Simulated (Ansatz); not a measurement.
Geometry optimisation, Ansatz 0.2.0, RKS B3LYP/def2-SVP.

input.yaml

```yaml
crystal:
  periodic: [false, false, false]
  atoms:
    - { symbol: Sn, position_ang: [0.387335, -0.540473, -0.586148] }
    - { symbol: Cl, position_ang: [-1.310783, -0.264995, 2.59489] }
    - { symbol: Cl, position_ang: [1.874159, -0.193384, -2.37586] }
    - { symbol: O, position_ang: [-0.132323, 1.275581, -0.043589] }
    - { symbol: H, position_ang: [-0.653913, 1.218372, 0.776456] }
    - { symbol: Cl, position_ang: [-1.412444, -1.865862, -1.317894] }
    - { symbol: "N", position_ang: [1.328039, -1.60335, 0.944464] }
    - { symbol: H, position_ang: [1.204926, -2.606321, 0.782173] }
    - { symbol: H, position_ang: [2.332493, -1.410309, 0.93945] }
    - { symbol: H, position_ang: [-0.113789, -0.859459, 2.502058] }
basis:
  gaussian: { orbitals: def2-SVP }
hamiltonian:
  xc: b3lyp
relax:
  f_tol: 0.03
  max_steps: 50
```

Command:

```bash
$ ansatz run input.yaml --threads 4 --pin off --max-ram 5120MiB --backend cpu --events-out ev --progress --plain --runs-dir out
```

Task: Where does it end, and by what steps?

Result: The run converged. After 13 steps the energy has fallen by 0.151 eV; Cl2 moved furthest, 0.67 Å.

| step | energy less start (eV) | largest force component (eV/Å) | accepted |
| --- | --- | --- | --- |
| 0 | 0.0000 | 0.718 | yes |
| 1 | -0.0537 | 0.978 | yes |
| 2 | -0.1161 | 0.548 | yes |
| 3 | -0.1335 | 0.347 | yes |
| 4 | -0.1370 | 0.314 | yes |
| 5 | -0.1463 | 0.110 | yes |
| 6 | -0.1462 | 0.127 | no |
| 7 | -0.1484 | 0.063 | yes |
| 8 | -0.1493 | 0.089 | yes |
| 9 | -0.1486 | 0.222 | no |
| 10 | -0.1503 | 0.040 | yes |
| 11 | -0.1506 | 0.044 | yes |
| 12 | -0.1507 | 0.036 | yes |
| 13 | -0.1507 | 0.011 | yes |

```xyz
10
Properties=species:S:1:pos:R:3
Sn 0.337 -0.540 -0.682
Cl -0.745 -0.110 2.917
Cl 2.048 -0.092 -2.222
O -0.405 1.183 -0.107
H -0.704 1.096 0.821
Cl -1.267 -1.964 -1.636
N 1.083 -1.565 0.966
H 0.903 -2.569 0.878
H 2.095 -1.441 1.061
H 0.158 -0.847 2.221
```

Whether the end is a true minimum wasn't checked by a vibrational analysis.

Time of the run: 44 s on 4 threads of Arm Neoverse V2 (shared host), peak memory 0.38 GiB.
